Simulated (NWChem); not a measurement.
C3H3NOSi; SMILES C#C[SiH2]N=C=O

```xyz
9

C      1.2801     2.7367    -0.0011
C      0.3904     1.9068     0.0011
Si    -0.9663     0.6774     0.0039
N     -0.3100    -0.9104    -0.0165
C      0.2232    -1.9820    -0.0029
O      0.7326    -3.0320     0.0068
H      2.0687     3.4690    -0.0031
H     -1.8076     0.8636    -1.2081
H     -1.7850     0.8437     1.2345
```
Atoms are numbered in this order, from 1.

All runs: NWChem. Coordinates come from a PBE0/def2-SVP optimisation. B3LYP is NWChem's, with the RPA form of VWN correlation.

**Question.** Order these by “orbital gap (eV)”, lowest first: BLYP/def2-TZVP; PBE0/def2-TZVP; B3LYP/def2-TZVP.

**Answer.** BLYP/def2-TZVP (5.58), B3LYP/def2-TZVP (7.32), PBE0/def2-TZVP (7.74)
